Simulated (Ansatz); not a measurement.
Ansatz (a first-principles code) input file for pyrazole (C3H4N2), SMILES c1cn[nH]c1, PBE0/def2-SVPD. Geometry: B3LYP-D3(BJ)/def2-SVP.

Ansatz 0.2 input:
```yaml
crystal:
  periodic: [false, false, false]
  atoms:
    - {symbol: C, position_ang: [-0.98853521, 0.68491212, 0.00000000]}
    - {symbol: C, position_ang: [0.36625711, 1.10420437, 0.00000000]}
    - {symbol: N, position_ang: [1.20220449, 0.06906229, 0.00000000]}
    - {symbol: N, position_ang: [0.40449522, -1.00766996, 0.00000000]}
    - {symbol: C, position_ang: [-0.91965779, -0.69813565, 0.00000000]}
    - {symbol: H, position_ang: [-1.88453195, 1.30042409, 0.00000000]}
    - {symbol: H, position_ang: [0.76048063, 2.12009294, 0.00000000]}
    - {symbol: H, position_ang: [0.82003996, -1.93120836, 0.00000000]}
    - {symbol: H, position_ang: [-1.69127125, -1.46493998, 0.00000000]}
basis:
  gaussian:
    orbitals: def2-SVPD
hamiltonian:
  xc: {name: PBE0}
```

Program output:

```
WARN ansatz: RAYON_NUM_THREADS=1 ignored (pool sized by the plan → 1); use --threads N
Functional definition: PBE0
integrals: 0.05 GiB planned
1113 factors; their error is unknown
mean field: 0.51 GiB planned
mean field evaluation 1: about -6139.8232 eV, gradient 4.1e1 eV
mean field evaluation 2: about -6138.8800 eV, gradient 4.6e1 eV
mean field evaluation 4: about -6144.1424 eV, gradient 3.7e0 eV
mean field evaluation 8: about -6144.1743 eV, gradient 3.1e-2 eV
mean field evaluation 16: about -6144.1431 eV, gradient 3.4e-5 eV
mean field -6144.14313024 eV, -225.7930953866 hartree, gradient 3.4e-5 eV, S^2 0.000000; 0 other end points of the search recorded, 0 dependent functions left out
reference -6144.14315826 eV, -225.7930964163 hartree; 18, 18 occupied and 114, 114 virtual orbitals, 1113 factors
Total energy: -6144.14315826 eV, -225.7930964163 hartree
```

Self-consistency was reached.

Cost: about 1.4 core-seconds (a rough figure).
